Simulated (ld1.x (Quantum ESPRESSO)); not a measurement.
gold (Au): excitation energies, all-electron against TM

Au (Z = 79), norm-conserving Troullier–Martins (Kleinman–Bylander form), made with ld1.x (Quantum ESPRESSO) 7.5 (LDA (PZ), scalar-relativistic). Core [Kr] 4d10 4f14 5s2, reference 5p6 5d9 6s0 6p0 (charge +2). Waves: 5p (bound): rc 1.70 bohr; 5d (bound): rc 1.90 bohr; 6s (bound, empty): rc 2.10 bohr. Local part: the s channel. Core correction: none.

Energies are relative to the spin-unpolarised reference configuration 5p6 5d9 6s0 6p0; without spin polarisation the order of configurations can differ from experiment. Spin-polarised rows fill each open shell by Hund’s rule, majority spin first.

Task: Give the all-electron excitation energy and the error of the potential for: 5p6 5d10 6s1 6p0; 5p6 5d10 6s0 6p0; 5p6 5d8 6s0 6p0; 5p6 5d9 6s1 6p1; 5p5 5d10 6s1 6p0; 5p6 5d9 6s1 6p0; 5p6 5d10 6s0 6p1; 5p6 5d9 6s0 6p0 (spin-polarised); 5p6 5d10 6s1 6p0 (spin-polarised).

Result:

| valence configuration | charge | ΔE all-electron (eV) | error AE − PS (meV) |
| --- | --- | --- | --- |
| 5p6 5d10 6s1 6p0 | 0 | -31.275 | -20 |
| 5p6 5d10 6s0 6p0 | +1 | -21.501 | -38 |
| 5p6 5d8 6s0 6p0 | +3 | 34.167 | -66 |
| 5p6 5d9 6s1 6p1 | 0 | -23.758 | -602 |
| 5p5 5d10 6s1 6p0 | +1 | 35.125 | -260 |
| 5p6 5d9 6s1 6p0 | +1 | -18.901 | -1.9 |
| 5p6 5d10 6s0 6p1 | 0 | -25.877 | -505 |
| 5p6 5d9 6s0 6p0 (spin-polarised) | +2 | -0.141 | +24 |
| 5p6 5d10 6s1 6p0 (spin-polarised) | 0 | -31.409 | -19 |
